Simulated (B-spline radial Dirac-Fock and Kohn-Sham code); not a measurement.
**Diagram lines of Tb**

System: the free terbium atom, configuration [Xe] 4f8 5d1 6s2 (not the ground configuration).

Method: Dirac-Fock ΔSCF + Breit + QED. Computed with a radial finite-basis atomic code. A line energy is the difference of two single-hole energies; the list is a selection of electric-dipole transitions between resolved j subshells. Electron correlation is not included.

| line | energy (keV) | wavelength (Å) |
| --- | --- | --- |
| Kβ2' | 51.702 | 0.23981 |
| Kβ2'' | 51.667 | 0.23997 |
| Kβ1 | 50.380 | 0.24610 |
| Kβ3 | 50.225 | 0.24686 |
| Kα1 | 44.479 | 0.27875 |
| Kα2 | 43.741 | 0.28345 |
| Lγ4 | 8.6934 | 1.4262 |
| Lγ3 | 8.4217 | 1.4722 |
| Lγ2 | 8.3873 | 1.4782 |
| Lγ1 | 8.0922 | 1.5321 |
| Lγ5 | 7.8466 | 1.5801 |
| Lβ7 | 7.4652 | 1.6608 |
| Lβ2 | 7.3605 | 1.6845 |
| Lβ15 | 7.3543 | 1.6859 |
| Lβ6 | 7.1087 | 1.7441 |
| Lβ3 | 7.0996 | 1.7463 |
| Lβ1 | 6.9775 | 1.7769 |
| Lβ4 | 6.9449 | 1.7853 |
| Lη | 6.2842 | 1.9730 |
| Lα1 | 6.2725 | 1.9766 |
| Lα2 | 6.2397 | 1.9870 |
| Lℓ | 5.5463 | 2.2354 |
| Mγ | 1.4601 | 8.4917 |
| Mζ1 | 0.9500 | 13.051 |
| Mζ2 | 0.9485 | 13.072 |
